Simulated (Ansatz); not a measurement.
Reaction (ligand exchange at the Si–O bond): `[SiH]O[SiH3]` + HBr → `[SiH]Br` + `O[SiH3]`

Computed with Ansatz on PBE0-D4/def2-TZVP structures; ΔE is electronic, products minus reactants. CBS: MP2 limit from def2 TZ/QZ plus the TZ coupled-cluster correction, frozen cores. Functionals use def2-TZVPP. HSE06 is defined as in plane-wave codes. For Br outer-core shells are correlated without core-valence functions, which leaves a few kJ/mol of doubt a bond. Scalar relativity is left out up to krypton.

`[SiH]O[SiH3]`:

```xyz
7

Si    0.137   -2.097    0.817
O    -0.583   -0.651    0.504
Si   -0.316    0.814   -0.212
H     1.502   -1.796    0.147
H     1.063    0.862   -0.762
H    -1.307    0.992   -1.302
H    -0.496    1.876    0.807
```

HBr:

```xyz
2

Br   -0.170   -0.454   -0.519
H     0.170    0.454    0.519
```

`[SiH]Br`:

Cartesian coordinates in Å:
```
Si 0.673 0.406 0.386
Br -1.254 -0.686 0.748
H 0.582 0.281 -1.134
```

`O[SiH3]`:

```xyz
6

O     0.683   -1.069   -0.179
Si   -0.307    0.242   -0.059
H     1.485   -1.074    0.344
H    -0.800    0.433    1.333
H    -1.447   -0.025   -0.965
H     0.386    1.493   -0.474
```

| level | ΔE (kJ/mol) | difference from CCSD(T)/CBS |
| --- | --- | --- |
| B97M-V | 13.7 | 3.2 |
| r2SCANh-D4 | 6.2 | -4.3 |
| CAM-B3LYP-D4 | 20.2 | 9.7 |
| ωB97M-V | 12.0 | 1.5 |
| BLYP | 8.1 | -2.4 |
| PBE0 | 0.3 | -10.2 |
| HSE06 | -0.2 | -10.7 |
| HF/def2-TZVPP | 15.2 | 4.7 |
| SCS-MP2/def2-TZVPP | 17.0 | 6.5 |
| SCS-MP2/def2-QZVPP | 14.9 | 4.4 |
| CCSD(T)/CBS | 10.5 | 0 |

Largest T1 diagnostic among the species: 0.014.

At CCSD(T), def2-SVP lies +7.6 kJ/mol from the extrapolated value and def2-TZVPP +5.3 kJ/mol. Leaving LDA and LC-ωPBE aside and taking each functional with its dispersion term where it has one, the values, not all of them listed here, spread over 19.0 kJ/mol, from PBE-D4 to CAM-B3LYP-D4. LDA lies +8.1 kJ/mol from PBE without D4. From BLYP to BHLYP (50 % exact exchange), in def2-TZVPP and without D4, ΔE moves by +4.7 kJ/mol.
